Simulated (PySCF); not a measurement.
Ca²⁺ (calcium, charge +2): UHF calculation

Configuration: [Ar], closed-shell 1S. Calculation: PySCF 2.14, in aug-cc-pVTZ-X2C; scalar relativity by spin-free X2C-1e.

```
Total energy                        : -679.030544 hartree
One-electron energy                 : -919.6857 hartree
Hartree (Coulomb) energy            : 275.8573 hartree
Exchange energy                     : -35.2022 hartree
⟨S²⟩                                : 0.0000
⟨L²⟩                                : 0.000
Sum of ⟨r⟩                          : 12.72 bohr
Sum of ⟨r²⟩                         : 15.38 bohr²
Langevin diamagnetic susceptibility : -12.2 ×10⁻⁶ cm³/mol
```

```
shell  electrons  mean orbital energy (eV)  rms radius, mean of both spins (bohr)
   1s          2                   -4099.9                                 0.0888
   2s          2                   -476.59                                  0.393
   2p          6                   -386.15                                  0.362
   3s          2                   -76.122                                   1.24
   3p          6                   -51.095                                   1.37
```

Densities and radii are taken from the X2C orbitals without a picture-change correction, which distorts them close to the nucleus.
